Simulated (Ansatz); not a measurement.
Start from `O[SiH2][SiH](F)S` and change one element to get `O[SiH2][SiH](S)Cl`.

Ansatz, PBE0-D4/def2-TZVP geometries, multiplicity 1. Each molecule was computed in one conformer, which needn't be the lowest.

```
                                        property  `O[SiH2][SiH](F)S`
           HOMO–LUMO gap (B3LYP/def2-TZVPP) / eV                6.75
size of the dipole moment (B3LYP/def2-TZVPP) / D                1.39
           HOMO energy (ωB97M-V/def2-TZVPP) / eV              -10.09
              LUMO energy (PBE0/def2-TZVPP) / eV               -0.85
         HOMO–LUMO gap (ωB97M-V/def2-TZVPP) / eV               10.99
  size of the dipole moment (PBE/def2-TZVPP) / D                1.42
```

Give the same properties after the change, and the shifts. (Best estimate.)

Computed: 
| property | `O[SiH2][SiH](S)Cl` | shift |
| --- | --- | --- |
| HOMO–LUMO gap (B3LYP/def2-TZVPP) / eV | 6.23 | -0.52 |
| size of the dipole moment (B3LYP/def2-TZVPP) / D | 0.86 | -0.53 |
| HOMO energy (ωB97M-V/def2-TZVPP) / eV | -9.68 | 0.41 |
| LUMO energy (PBE0/def2-TZVPP) / eV | -0.99 | -0.14 |
| HOMO–LUMO gap (ωB97M-V/def2-TZVPP) / eV | 10.45 | -0.54 |
| size of the dipole moment (PBE/def2-TZVPP) / D | 0.84 | -0.58 |

With PBE0 the HOMO rises by 0.39 eV and the LUMO falls by 0.14 eV, so the gap narrows by about 0.53 eV. PBE moves the HOMO by 0.34 eV and ωB97M-V by 0.41 eV. Dipoles are sizes alone; their direction can turn.

B3LYP here is the variant with VWN-RPA as its local correlation; programs differ in this.
